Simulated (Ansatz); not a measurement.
An input meant for Al₁₄P₁₃Cl₃ (charge 0, singlet; atoms displaced at random, 0.15 Å in each coordinate).

```yaml
crystal:
  periodic: [false, false, false]
  atoms:
    - {symbol: Al, position_ang: [-0.916153, 0.075490, -6.337123]}
    - {symbol: Al, position_ang: [0.355195, -1.951991, -2.942250]}
    - {symbol: Al, position_ang: [-1.374907, -1.424568, -0.452448]}
    - {symbol: Al, position_ang: [-0.069313, -1.758027, 3.286567]}
    - {symbol: Al, position_ang: [-1.715453, 0.110793, 5.543003]}
    - {symbol: Al, position_ang: [-1.769130, 0.270581, -3.522407]}
    - {symbol: Al, position_ang: [-1.900885, 0.848413, 2.252081]}
    - {symbol: Al, position_ang: [1.105709, -0.755241, -5.606020]}
    - {symbol: Al, position_ang: [1.380875, -1.440487, -0.172741]}
    - {symbol: Al, position_ang: [2.426984, -0.098433, 4.541941]}
    - {symbol: Al, position_ang: [1.479024, 1.183764, -2.894957]}
    - {symbol: Al, position_ang: [-0.364543, 1.571408, -1.059136]}
    - {symbol: Al, position_ang: [1.682641, 1.344031, 1.729959]}
    - {symbol: Al, position_ang: [0.142630, 2.685050, 3.307984]}
    - {symbol: Cl, position_ang: [-3.116003, 1.275275, -5.179760]}
    - {symbol: Cl, position_ang: [-3.026859, -0.851758, 6.609108]}
    - {symbol: Cl, position_ang: [3.876965, -0.524626, 5.205494]}
    - {symbol: P, position_ang: [0.630588, 0.714214, -7.713211]}
    - {symbol: P, position_ang: [-1.390619, -1.703791, -4.404887]}
    - {symbol: P, position_ang: [0.313523, -2.893950, -1.119602]}
    - {symbol: P, position_ang: [-2.206726, -1.561243, 2.146795]}
    - {symbol: P, position_ang: [0.056711, -1.047775, 5.016362]}
    - {symbol: P, position_ang: [-2.236912, 0.146616, -0.870668]}
    - {symbol: P, position_ang: [-2.311154, 2.205016, 4.445738]}
    - {symbol: P, position_ang: [2.453985, -0.777919, -3.936561]}
    - {symbol: P, position_ang: [1.889501, -1.377851, 2.376078]}
    - {symbol: P, position_ang: [0.057222, 2.331639, -3.067068]}
    - {symbol: P, position_ang: [2.646424, 0.722499, -0.582026]}
    - {symbol: P, position_ang: [-0.610261, 2.236671, 1.410137]}
    - {symbol: P, position_ang: [2.299133, 2.148493, 3.939965]}
basis:
  gaussian: {orbitals: pcseg-2, fitting: {mean_field: def2-universal-jkfit}, nuclear_model: gaussian}
hamiltonian: {xc: {name: wB97M-V}, dispersion: d4}
scf: {omitted_lower_state_checks: [starts]}
output: {forces: true}
```

```sh
$ ansatz run in.yaml --threads 4 --pin off --events-out ev --progress --plain --max-ram 66560MiB --backend cuda --devices 0, --max-vram 37GiB
```

(1) Predict how Ansatz answers.

## Answers

(1) The program refused the input. The program holds no damping parameters for this pairing of functional and dispersion term, so they'd have to be typed.
```
Error: invalid value for `hamiltonian.dispersion`: no damping is tabulated for this functional; type it, or the functional that lends it
```
